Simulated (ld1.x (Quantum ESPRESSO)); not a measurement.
**What the settings do to the TM semilocal potential of Sb**

Base potential:

* Element: Sb (Z = 51)
* Generator: ld1.x (Quantum ESPRESSO) 7.5
* Type: norm-conserving Troullier–Martins (semilocal form)
* Functional: PBE
* Relativity: scalar-relativistic
* Frozen core: [Kr] 4d10
* Valence charge: 5
* Reference configuration: 5s2 5p3
* Partial waves: 5p (bound): rc 1.75 bohr; 5d channel at 0.05 Ry: rc 1.85 bohr; 5s (bound): rc 2.05 bohr
* Local potential: the s channel
* Core correction: Bessel-smoothed model core, default radius (core density twice the valence density)

All-electron outer shells of the reference configuration (PBE, scalar-relativistic, ld1.x):

```tsv
shell	level (eV)	outermost node (bohr)	outermost maximum (bohr)
4p	-101.79	0.39	0.76
4d	-33.51	0.38	0.84
5s	-12.83	0.95	1.90
5p	-4.83	1.04	2.35
```

Cutoffs, loose and tight: the cutoffs (Ry, on a coarse ladder) from which the occupation-weighted sum of valence levels, in a spherical-Bessel basis at the reference potential, stays within 10 and 1 mRy of its value at 400 Ry. They do not see the model core or the augmentation charge, which bear on the density cutoff. Test errors are all-electron minus pseudo excitation energies from the reference, over the configurations 5s2 5p2; 5s2 5p1; 5s2 5p0; 5s1 5p3; 5s1 5p0; 5s2 5p3.3; 5s0 5p5. A dash means not determined; rows that change the core or the reference have their own tests.

A true bound ghost makes a file unfit for plane-wave use even where its test errors are small: the radial tests pick states by their node count and pass the ghost by.

In the semilocal form every listed channel keeps its own potential, so the choice of the local channel does not act on these tests. It acts once the file is put into the separable form.

A semilocal file is local in each channel, so a ghost entry of none says nothing of the separable form that plane-wave codes build from it.

The default core radius of the base comes out at 1.62 bohr.

| change | outcome | cutoff, loose | cutoff, tight | bound ghosts | largest test error (meV) |
| --- | --- | --- | --- | --- | --- |
| base | generated | 35 Ry | 60 Ry | none | -506 |
| wave 5d channel at 0.05 Ry: rc 1.85 bohr becomes 5d channel at 0.05 Ry: rc 2.04 bohr | generated | 35 Ry | 60 Ry | none | -506 |
| wave 5p (bound): rc 1.75 bohr becomes 5p (bound): rc 2.18 bohr | generated | 25 Ry | 35 Ry | none | -475 |
| functional LDA (PZ) | generated | 35 Ry | 60 Ry | none | -497 |
| core correction Bessel-smoothed model core inside 0.80 bohr | generated | 35 Ry | 60 Ry | none | -509 |
| wave 5d channel at 0.05 Ry: rc 1.85 bohr becomes 5d channel at -0.14 Ry: rc 1.85 bohr | generated | 35 Ry | 60 Ry | none | -506 |
| form changed from semilocal to separable (Kleinman–Bylander), still TM | generated | 35 Ry | 60 Ry | d | -506 |

Question: What comes out with this change to the base: core [Kr], valence charge 15; reference 4d10 5s2 5p2; waves now 5p (bound): rc 2.15 bohr; 4d (bound): rc 1.40 bohr; 4f channel at 0.2 Ry: rc 2.20 bohr; 5s (bound): rc 1.95 bohr; core correction none?

Answer: outcome: generated; cutoff, loose: 100 Ry; cutoff, tight: 160 Ry; bound ghosts: none; largest test error (meV): -294.
